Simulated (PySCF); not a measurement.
Gas-phase reaction: 2 CuCl = 2 Cu + Cl₂

Computed with PySCF and rigid-rotor harmonic-oscillator thermochemistry at 1 bar. The comparison is the NASA 1993 polynomial table, which mixes measured and estimated data. † marks an energy on the PBE0/def2-TZVP geometry and frequencies. CCSD(T) freezes the core. Open shells (unrestricted): Cu (multiplicity 2); the rest are closed-shell singlets. Cu: all electrons, no relativistic terms. CCSD(T) isn't extrapolated to the basis-set limit; its ΔH°(298 K) is 490.8 kJ in def2-SVP and 475.9 kJ in def2-TZVPP. The harmonic model lacks anharmonicity and excited electronic states, which grow with temperature; levels with a mode under 35 cm⁻¹ are left out. The table's entry may be an old estimate for CuCl (not checked at source). Warning, large T1 diagnostic: CuCl (CCSD(T)/def2-SVP†, CCSD(T)/def2-TZVPP†).

| level | ΔH°(298 K), kJ | minus table | ΔG°(600 K), kJ |
|---|---|---|---|
| table | 493.0 | - | 443.6 |
| CCSD(T)/def2-SVP† | 490.8 | -2.2 | 442.1 |
| CCSD(T)/def2-TZVPP† | 475.9 | -17.1 | 427.1 |
| HF/def2-TZVP† | 407.5 | -85.5 | 358.7 |
| M06-2X/def2-TZVP† | 443.0 | -50.0 | 394.2 |
| PBE0/def2-QZVP† | 464.6 | -28.4 | 415.8 |
| PBE0/def2-SVP† | 509.6 | 16.6 | 460.8 |
